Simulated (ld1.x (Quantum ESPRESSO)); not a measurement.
## Bi (Z = 83), TM: configuration errors across variants

ld1.x (Quantum ESPRESSO) 7.5 input, shortened:

```
&input
   title='Bi', zed=83., rel=2, dft='PBESOL', iswitch=3,
   config='[Xe] 4f14 5d10 6s2 6p2', rel_dist='average'
 /
 &inputp
   pseudotype=2, tm=.true., lloc=0,
   nlcc=.true., new_core_ps=.true., rcore=1.20
 /
3
6P  2  1   2.00   0.00  2.40  2.40  0.0
5D  3  2  10.00   0.00  1.25  1.25  0.0
6S  1  0   2.00   0.00  1.85  1.85  0.0
 &test
   configts(1)='5d10 6s2 6p2'
 /
```

Open shells are filled in proportion to 2j + 1 (rel_dist='average').

All-electron excitation energies from the reference (eV): (1) 5d10 6s2 6p3 -8.096; (2) 5d10 6s2 6p1 15.468; (3) 5d10 6s2 6p0 39.046; (4) 5d9 6s2 6p3 25.075; (5) 5d10 6s1 6p0 84.510; (6) 5d10 6s2 6p2.5 -4.912; (7) 5d10 6s2 6p3.3 -9.239.

4 further variants failed, have other tests or another functional or relativity, and are left out.

A true bound ghost makes a file unfit for plane-wave use even where its test errors are small: the radial tests pick states by their node count and pass the ghost by.

Errors AE − PS in meV (a dash: test not solved or not reliable):

| change | (1) | (2) | (3) | (4) | (5) | (6) | (7) | bound ghosts |
| --- | --- | --- | --- | --- | --- | --- | --- | --- |
| base | +1.0 | +0.1 | -6.9 | -227 | -21 | +0.3 | +1.8 | none |
| core correction Bessel-smoothed model core inside 0.92 bohr | +1.0 | 0.0 | -6.9 | -227 | -21 | +0.3 | +1.8 | none |
| wave 5d (bound): rc 1.25 bohr becomes 5d (bound): rc 1.18 bohr | +1.0 | +0.1 | -6.9 | -227 | -21 | +0.3 | +1.9 | none |
| local potential all-electron potential smoothed inside 1.40 bohr (lloc = -1) | +0.3 | -0.3 | -5.4 | -182 | -13 | +0.1 | +0.7 | s, p3/2, p1/2 |
| wave 6s (bound): rc 1.85 bohr becomes 6s (bound): rc 1.96 bohr | +1.1 | +0.1 | -7.0 | -230 | -22 | +0.3 | +1.9 | none |
| all radii but the core radius scaled by about 1.38 (s 2.56, p 3.32, d 1.72 bohr) | +1.3 | -4.8 | -50 | -88 | -143 | +0.2 | +2.7 | none |

Question: Give the same row for: wave 6p (bound): rc 2.40 bohr becomes 6p (bound): rc 2.22 bohr.

Answer: +1.1, +0.1, -7.0, -226, -22, +0.3, +1.9; bound ghosts: none.
